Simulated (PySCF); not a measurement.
Telling isomers of C₇H₁₂O₂Si apart by NMR

Calculated, not measured (PySCF 2.14.0 with density-fitted response routines): NMR shieldings at PBE0/pcSseg-1/GIAO, GFN2-xTB structure. Single conformer, relativity neglected, rapidly exchanging positions averaged, isolated molecule.

Shifts are taken against calculated references (same method and geometry level): 1H (31.72 ppm), 13C (186.93 ppm) vs TMS. Where no couplings were computed, multiplicities follow the n + 1 count of equivalent neighbours, and m marks all less simple cases (inequivalent or close neighbours, rings, F or P nearby). Shifts are as computed. Against solution values, carbons near 30 ppm lie about +3 ppm off and those near 130 ppm about +5 ppm. Of 1211 compounds with measured shifts, 218 miss one by over three times the rms of a fit or turn the order of signals round; such compounds aren't used in these exercises.

(1) Tabulate the signals of `O=C[C@@H]1[SiH2]C[C@@H]1OC1CC1`, `CCC1=C(OC)[SiH2]C=CO1` and their relative energies.

(2) What is the quickest way to tell O=C[C@@H]1[SiH2]C[C@@H]1OC1CC1 from CCC1=C(OC)[SiH2]C=CO1?

Results:

(1) 
```json
{"SMILES": "O=C[C@@H]1[SiH2]C[C@@H]1OC1CC1", "carbon types": "4×CH 3×CH2", "δC": "204.5, 74.7, 53.7, 53.5, 21.0, 8.6, 6.8", "δH": "10.50 (d, 1H), 4.47 (m, 1H), 4.43 (m, 1H), 4.24 (m, 1H), 3.43 (m, 1H), 3.34 (m, 1H), 2.15 (m, 1H), 1.98 (m, 1H), 0.87 (m, 1H), 0.65 (m, 1H), 0.51 (m, 1H), 0.30 (m, 1H)", "E rel. (kcal/mol)": "15.1"}
{"SMILES": "CCC1=C(OC)[SiH2]C=CO1", "carbon types": "2×C 2×CH 1×CH2 2×CH3", "δC": "163.8, 161.0, 140.5, 93.1, 58.9, 29.6, 14.9", "δH": "7.23 (d, 1H), 5.36 (m, 2H), 4.93 (m, 1H), 3.91 (s, 3H), 2.47 (q, 2H), 1.12 (t, 3H)", "E rel. (kcal/mol)": "0.0"}
```

Energies are electronic energies at PBE0/pcSseg-1 on these geometries, without zero-point or thermal terms, each for the one conformer computed, which needn't be the lowest.

(2) Both give the same number of carbon signals, but DEPT or the intensities differ. The first has an aldehyde carbonyl carbon (CH) at 204.5 ppm, the second an alkene carbon bearing oxygen (C) at 163.8 ppm. In the proton spectra the most deshielded non-exchanging signals are 10.50 (d, 1H) and 7.23 (d, 1H).
